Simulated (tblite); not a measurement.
C₈H₉ (doublet state).
Atom-mapped SMILES: `[CH2:1]=[CH:2][CH:3]/[CH:4]=[CH:5]\[C:6]#[C:7][CH3:8]` (hydrogens: H9, H10 on C1; H11 on C2; H12 on C3; H13 on C4; H14 on C5; H15, H16, H17 on C8)
Bond orders are those of one Lewis drawing.

Computed with GFN2-xTB (tblite), gas phase: L-BFGS steps from a force-field or distance-geometry start until the largest atomic force falls under 0.01 eV/Å.

Step 65: E = -586.8165 eV
```
atom  x, y, z in Å  |  force x, y, z in eV/Å
C1     -3.1940    1.0725    0.2517   -0.004   0.036   0.031
C2     -2.6097   -0.0908   -0.0908   -0.068   0.018   0.028
C3     -1.2240   -0.3260    0.0340    0.032  -0.064  -0.050
C4     -0.6234   -1.5607   -0.1481   -0.031  -0.060   0.001
C5      0.7283   -1.7950    0.0039    0.032   0.009  -0.069
C6      1.6349   -0.7852    0.2970   -0.021   0.049   0.006
C7      2.3744    0.1423    0.5336    0.021   0.023   0.044
C8      3.2565    1.2401    0.8456    0.036   0.023   0.000
H9     -2.6107    1.8827    0.6565   -0.015   0.032  -0.041
H10    -4.2543    1.2321    0.1693    0.001  -0.013  -0.029
H11    -3.2273   -0.8980   -0.4651    0.031  -0.050   0.022
H12    -0.5958    0.5115    0.3034    0.015  -0.007   0.060
H13    -1.2512   -2.4073   -0.4018   -0.007   0.042   0.003
H14     1.1314   -2.7905   -0.1233   -0.038  -0.007  -0.003
H15     2.6887    2.0621    1.2841    0.012  -0.019   0.007
H16     3.7442    1.6016   -0.0611    0.004  -0.017  -0.010
H17     4.0249    0.9204    1.5505    0.000   0.006   0.000
```

Step 66: E = -586.8177 eV
```
atom  x, y, z in Å  |  force x, y, z in eV/Å
C1     -3.1959    1.0715    0.2483    0.013   0.056   0.040
C2     -2.6130   -0.0939   -0.0868   -0.041   0.015   0.038
C3     -1.2256   -0.3245    0.0280    0.021  -0.049  -0.051
C4     -0.6249   -1.5592   -0.1493   -0.003  -0.045   0.026
C5      0.7275   -1.7904   -0.0012    0.054   0.007  -0.080
C6      1.6327   -0.7784    0.2896   -0.002   0.054   0.009
C7      2.3756    0.1461    0.5285    0.001   0.005   0.042
C8      3.2611    1.2385    0.8504    0.029   0.011  -0.002
H9     -2.6110    1.8913    0.6325   -0.032   0.010  -0.043
H10    -4.2576    1.2203    0.1795   -0.038   0.019  -0.031
H11    -3.2337   -0.9062   -0.4434    0.032  -0.064   0.018
H12    -0.5979    0.5170    0.2867    0.015  -0.012   0.053
H13    -1.2528   -2.4078   -0.3903   -0.029   0.009  -0.021
H14     1.1334   -2.7851   -0.1303   -0.044   0.005   0.006
H15     2.6966    2.0602    1.2928    0.002  -0.013   0.013
H16     3.7541    1.6042   -0.0509    0.011  -0.016  -0.026
H17     4.0244    0.9084    1.5554    0.011   0.009   0.009
```

Question: Estimate the geometry and energy of step 67. (The exact step hangs on the optimiser's Hessian estimate; all steps are aligned on step 66, rigid shifts and turns removed.)

Answer: E = -586.8190 eV, largest force 0.094 eV/Å
```
atom  x, y, z in Å  |  force x, y, z in eV/Å
C1     -3.1978    1.0712    0.2452    0.009   0.034   0.025
C2     -2.6164   -0.0968   -0.0820   -0.003  -0.006   0.044
C3     -1.2274   -0.3245    0.0225   -0.005  -0.005  -0.037
C4     -0.6263   -1.5588   -0.1496    0.022  -0.023   0.037
C5      0.7277   -1.7854   -0.0085    0.053   0.014  -0.070
C6      1.6300   -0.7703    0.2816    0.014   0.043   0.005
C7      2.3765    0.1508    0.5240   -0.015  -0.013   0.034
C8      3.2663    1.2369    0.8552    0.017  -0.002   0.001
H9     -2.6125    1.8999    0.6074   -0.026   0.015  -0.030
H10    -4.2605    1.2094    0.1878   -0.073   0.050  -0.031
H11    -3.2390   -0.9150   -0.4213    0.029  -0.062   0.018
H12    -0.6008    0.5206    0.2728    0.021  -0.015   0.042
H13    -1.2560   -2.4077   -0.3785   -0.039  -0.035  -0.042
H14     1.1353   -2.7795   -0.1380   -0.039   0.013   0.009
H15     2.7053    2.0583    1.3017   -0.006  -0.005   0.018
H16     3.7644    1.6066   -0.0412    0.017  -0.015  -0.038
H17     4.0242    0.8963    1.5605    0.023   0.013   0.014
```

The energy changes by -0.0013 eV. The first-order estimate −F·Δx gives -0.0018 eV and the mean of the old and new forces, exact on a quadratic surface, -0.0013 eV. The step makes an angle of 82° with the force vector and moves no atom by more than 0.027 Å.

What follows is the cost of the whole relaxation. Time: 0.75 s. Hardware: one thread, Arm Neoverse V1 (aarch64), no GPU, shared host.
